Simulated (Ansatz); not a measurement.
The first iterations of a band of CH5GaO (8 atoms, charge 0, multiplicity 1).

Theory: Ansatz, RKS PBE-D4/def2-SVP.

```yaml
movable_images: 7
climbing_image: yes
spring: 5.0 eV/Å²
optimiser: quadratic models (default)
start_path: through a guess of the saddle point
force_threshold: 0.2 eV/Å
iteration_limit: 60
end_points: relaxed
```

Initial state:

```xyz
8
Properties=species:S:1:pos:R:3
Ga 0.643 -0.008 -0.106
C 0.992 -0.081 1.837
H 0.092 -0.363 2.417
H 1.797 -0.814 2.050
H 1.344 0.910 2.192
H 1.646 0.281 -1.283
O -1.030 -0.297 -0.736
H -1.677 -0.476 -0.029
```

Final state:

```xyz
8
Properties=species:S:1:pos:R:3
Ga -1.643 0.855 -1.706
C 1.613 -0.089 1.666
H 0.638 -0.065 1.141
H 1.643 -0.941 2.372
H 1.754 0.853 2.229
H 2.432 -0.199 0.930
O -1.354 -0.149 -0.206
H -1.275 -1.112 -0.085
```

| iteration | highest image above the first end (eV) | largest band force component (eV/Å) |
| --- | --- | --- |
| 1 | 85.946 | 312.133 |
| 2 | 32.367 | 124.790 |
| 3 | 16.261 | 63.157 |
| 4 | 6.814 | 32.266 |
| 5 | 3.347 | 17.574 |
| 6 | 2.270 | 7.130 |
| 7 | 2.118 | 4.516 |
| 8 | 1.748 | 2.727 |
| 9 | 1.579 | 1.731 |
| 10 | 1.597 | 3.449 |
| 11 | 1.639 | 0.753 |
| 12 | 1.946 | 0.853 |

Q: Does the band converge within its limit, and where does its top end?

A: It converged. It ended after 36 iterations with the highest image 2.777 eV above the first end. The threshold of 0.2 eV/Å is loose, so the images may lie well off the minimum-energy path. The profile has 2 maxima (images 1, 4) with wells between them (image 2): this band takes more than one step, which may be the mechanism or a detour left from its start path. A structure lower than the first end lies on the path between it and the top, so the climb from that side starts below the end, which may itself be a saddle point or a shallow side well. Neighbouring images differ by up to 2.9 eV, so the band resolves the path poorly. Another band between the same ends (7 images) ends at a top of the same energy, where a vibrational analysis finds 1 clearly imaginary mode. The orbitals stay closed-shell, which can raise the energy where a bond breaks towards radicals; this wasn't checked here.

The run took 3.1 min on 2 threads of Intel(R) Xeon(R) 6975P-C (Granite Rapids), with other jobs on the host, peak memory 0.14 GiB.
